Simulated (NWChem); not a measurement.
# C4H7F; SMILES C(C)C(=C)F

```xyz
12

C     -0.8496     1.6365    -0.2472
C     -0.0701     0.5996     0.0958
F      1.2804     0.7360     0.0585
C     -0.4856    -0.7734     0.5281
C      0.0596    -1.8819    -0.3833
H     -0.4068     2.5961    -0.5485
H     -1.9422     1.5341    -0.2250
H     -1.5923    -0.8071     0.5769
H     -0.1147    -0.9348     1.5653
H      1.1650    -1.8358    -0.4361
H     -0.2243    -2.8833    -0.0041
H     -0.3335    -1.7786    -1.4148
```
Atoms are numbered in this order, from 1.

All runs: NWChem. Pople sets run with spherical d functions. Geometry: optimised at PBE-D3(BJ)/def2-SVP.

### Question
Taking Hartree-Fock/6-311++G** as the yardstick, which of these has the fewest basis functions while keeping “highest occupied level (eV)” within 0.1 eV of it: Hartree-Fock/6-31G*; Hartree-Fock/6-31+G*; Hartree-Fock/6-311G**; Hartree-Fock/3-21G; Hartree-Fock/STO-3G?

### Answer
Hartree-Fock/6-31+G*.
| level | basis functions | highest occupied level (eV) |
|---|---|---|
| Hartree-Fock/STO-3G | 32 | -7.80 |
| Hartree-Fock/3-21G | 59 | -9.81 |
| Hartree-Fock/6-31G* | 84 | -9.73 |
| Hartree-Fock/6-31+G* | 104 | -9.91 |
| Hartree-Fock/6-311G** | 132 | -9.87 |
| Hartree-Fock/6-311++G** | 159 | -9.94 |

The yardstick is one finite set, not the basis-set limit.
